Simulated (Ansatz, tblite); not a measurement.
Cost and result up the ladder for Cu₃⁻ (3 atoms). Total charge -1; singlet. Geometry: r2SCAN-D4/def2-TZVPD.

Cartesian coordinates in Å:
```
Cu 0.773 -0.978 1.950
Cu -0.773 0.978 -1.950
Cu 0.000 0.000 0.000
```

Ansatz on 4 threads of Arm Neoverse N1 on a shared host; xTB runs through tblite on one thread. Times are rough, summed over both states, and most runs start from the orbitals of an earlier one. PBE0-D4/def2-TZVPD serves as the yardstick here, not as an exact answer. The other state is a doublet.

The xTB rows come from tblite. The structure comes from a short search, and lower isomers may exist.

Raw xTB energies of ions are shifted by several eV.

| level | functions | wall time |
| --- | --- | --- |
| GFN1-xTB | 27 | 0.008 s |
| GFN2-xTB | 27 | 0.011 s |
| PBE-D4/def2-TZVPD | 144 | 7.6 s |
| PBE0-D4/def2-TZVPD | 144 | 12 s |
| r2SCAN-D4/def2-TZVPD | 144 | 17 s |

(1) Estimate what each level gives for the vertical IE (eV).

Answers

(1) 
```csv
level,vertical IE (eV),difference from PBE0-D4/def2-TZVPD (eV)
GFN1-xTB,8.37,6.40
GFN2-xTB,5.75,3.78
PBE-D4/def2-TZVPD,2.26,0.29
PBE0-D4/def2-TZVPD,1.96,0.00
r2SCAN-D4/def2-TZVPD,2.15,0.19
```
